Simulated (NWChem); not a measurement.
Si2H5 cation

```xyz
7

Si     0.0035    -1.2080    -0.0028
Si     0.0030     1.1740    -0.0012
H      1.2107    -2.0670     0.0088
H     -1.2403    -2.0130     0.0102
H     -0.5549     1.4669     1.3399
H      1.4085     1.5786    -0.1925
H     -0.9160     1.5112    -1.1102
```
Atoms are numbered in this order, from 1.

All runs: NWChem. Medium grid unless said otherwise, to which SCAN and Minnesota functionals are sensitive. All runs use the structure optimised with B3LYP/6-31G* (spherical d). Hybrids' shares of exact exchange are those that their runs print; pure functionals count as 0. The functionals differ in more than this share.

```csv
row,share of exact exchange,highest occupied level (eV)
PBE/def2-TZVP,0.00,-13.53
"LDA (Slater exchange, PW92)/def2-TZVP",0.00,-13.56
B3LYP/def2-TZVP,0.20,-14.48
B3PW91/def2-TZVP,0.20,-14.50
MPW1K/def2-TZVP,0.43,-15.54
M06-2X/def2-TZVP,0.54,withheld
```

Q: Fit a straight line of the last column on the one before it, predict the withheld value, and compare with the run.

A: 
1. Means of the 5 shown rows: x = 0.166, y = -14.322. Slope Σ(x − x̄)(y − ȳ)/Σ(x − x̄)² = -0.5909/0.1271 = -4.649; intercept -13.550.
2. The shown rows scatter about the line by 0.014 (root mean square); the largest residual is -0.02, at B3PW91/def2-TZVP.
3. At x = 0.54 (M06-2X/def2-TZVP; beyond the shown range) the line gives -16.06.
4. The run gives -15.67, +0.39 from the line.
